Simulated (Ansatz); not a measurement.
[MS4] with several metals: r2SCAN-D4/def2-TZVPD single points in Ansatz on relaxed structures, gas phase. Core potentials for Mo, Nb, Re, Ta, Tc, W, no spin–orbit coupling. A dash marks a value that wasn't run or was left out as unsound. The structures are stationary points that may keep the symmetry of their start. Remarks come from the PBE and PBE0 runs and from stability tests at other levels; not every state was tested. A HOMO above zero means that the electron is unbound at that level and held by the basis, or that self-interaction error raises the level; the energy of removing that electron tells which. HOMO above LUMO (over both spins in singlets and doublets, within one spin in higher multiplets; at PBE or PBE0), or a gap under 0.15 eV within one spin, warns that the state may not be the lowest or that an electron is smeared out.

| species | atoms | state | geometry | HOMO (eV) | vertical IE (eV) | point group (within 0.1 Å) | remarks |
| --- | --- | --- | --- | --- | --- | --- | --- |
| [VS4]3- (VS4³⁻) | 5 | singlet | r2SCAN-D4/def2-SVPD | 6.79 | – | Td | HOMO above zero at PBE or PBE0, restricted SCF unstable in HF |
| [WS4]2- (WS4²⁻) | 5 | singlet | PBE0-D4/def2-SVPD | 2.56 | -0.42 | Td | HOMO above zero at PBE or PBE0, gap within one spin near zero at PBE or PBE0 (-1 doublet) |
| [MnS4]- (MnS4⁻) | 5 | singlet | r2SCAN-D4/def2-SVPD | -1.49 | – | Td | triplet 0.10 eV lower at PBE0-D4/def2-TZVPD (not tabulated), restricted SCF unstable in HF, gap within one spin near zero at PBE or PBE0 (neutral doublet), spin-contaminated (⟨S²⟩ up to 2.08) (neutral doublet) |
| [CrS4]2- (CrS4²⁻) | 5 | singlet | PBE-D4/def2-SVPD | 2.99 | – | Td | HOMO above zero at PBE or PBE0, restricted SCF unstable in HF |
| [TaS4]3- (TaS4³⁻) | 5 | singlet | PBE-D4/def2-SVPD | 6.32 | – | Td | HOMO above zero at PBE or PBE0 |
| [MoS4]2- (MoS4²⁻) | 5 | singlet | B3LYP-D4/def2-SVPD | 2.59 | -0.46 | Td | HOMO above zero at PBE or PBE0, gap within one spin near zero at PBE or PBE0 (-1 doublet) |
| [ReS4]- (ReS4⁻) | 5 | singlet | PBE0-D4/def2-SVPD | -1.90 | 4.20 | Td | gap within one spin near zero at PBE or PBE0 (neutral doublet) |
| [NbS4]3- (NbS4³⁻) | 5 | singlet | B3LYP-D4/def2-SVPD | 6.36 | -4.49 | Td | HOMO above zero at PBE or PBE0, HOMO above zero (-2 doublet), gap within one spin near zero at PBE or PBE0 (-2 doublet) |
| [TcS4]- (TcS4⁻) | 5 | singlet | PBE0-D4/def2-SVPD | -1.82 | 4.10 | Td | restricted SCF unstable in HF, gap within one spin near zero at PBE or PBE0 (neutral doublet), spin-contaminated (⟨S²⟩ up to 0.85) (neutral doublet) |

The vertical IE (eV) runs from -4.49 ([NbS4]3-) to 4.20 ([ReS4]-).
